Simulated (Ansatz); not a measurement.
Relaxation of C$_{2}$H$_{5}$NSi (9 atoms, charge 0, multiplicity 1), to a largest force component of 0.02 eV/Å in at most 50 steps.

Theory: UKS B3LYP-D4/def2-mTZVP (Ansatz).

```xyz
9
Properties=species:S:1:pos:R:3:forces:R:3
Si -0.529 1.170 0.195 0.35 -0.55 -0.43
C 0.135 -0.423 -0.571 0.28 0.87 -0.18
C 0.777 -1.463 0.218 -0.38 0.47 -0.41
N -0.394 -1.765 -0.081 -0.25 -1.05 0.43
H -1.664 1.649 -0.590 -0.35 0.24 -0.14
H -0.916 0.891 1.576 -0.13 -0.02 0.38
H 0.559 2.153 0.162 0.16 0.37 0.04
H 0.379 -0.413 -1.632 -0.06 0.12 -0.08
H 1.652 -1.800 0.721 0.37 -0.45 0.39
```

**Question.** Where does it end, and by what steps?

**Answer.** The forces met the threshold. The force dipped under the threshold on the way, but the program's further checks kept it going. After 12 steps the energy has fallen by 0.078 eV; H7 moved furthest, 0.21 Å.

```json
{"step": "0", "energy less start (eV)": "0.0000", "largest force component (eV/Å)": "1.054", "accepted": "yes"}
{"step": "1", "energy less start (eV)": "-0.0507", "largest force component (eV/Å)": "0.653", "accepted": "yes"}
{"step": "2", "energy less start (eV)": "-0.0696", "largest force component (eV/Å)": "0.275", "accepted": "yes"}
{"step": "3", "energy less start (eV)": "-0.0672", "largest force component (eV/Å)": "1.001", "accepted": "no"}
{"step": "4", "energy less start (eV)": "-0.0746", "largest force component (eV/Å)": "0.105", "accepted": "yes"}
{"step": "5", "energy less start (eV)": "-0.0758", "largest force component (eV/Å)": "0.030", "accepted": "yes"}
{"step": "6", "energy less start (eV)": "-0.0750", "largest force component (eV/Å)": "0.165", "accepted": "no"}
{"step": "7", "energy less start (eV)": "-0.0760", "largest force component (eV/Å)": "0.009", "accepted": "yes"}
{"step": "8", "energy less start (eV)": "-0.0766", "largest force component (eV/Å)": "0.066", "accepted": "yes"}
{"step": "9", "energy less start (eV)": "-0.0773", "largest force component (eV/Å)": "0.088", "accepted": "yes"}
{"step": "10", "energy less start (eV)": "-0.0776", "largest force component (eV/Å)": "0.074", "accepted": "yes"}
{"step": "11", "energy less start (eV)": "-0.0779", "largest force component (eV/Å)": "0.029", "accepted": "yes"}
{"step": "12", "energy less start (eV)": "-0.0779", "largest force component (eV/Å)": "0.010", "accepted": "yes"}
```

```xyz
9
Properties=species:S:1:pos:R:3
Si -0.508 1.174 0.182
C 0.218 -0.387 -0.568
C 0.739 -1.501 0.213
N -0.415 -1.785 -0.156
H -1.765 1.557 -0.507
H -0.783 0.937 1.620
H 0.457 2.295 0.045
H 0.513 -0.345 -1.616
H 1.544 -1.945 0.786
```

The run took 45 s on 2 threads of Arm Neoverse V1, with other jobs on the host, peak memory 0.23 GiB.
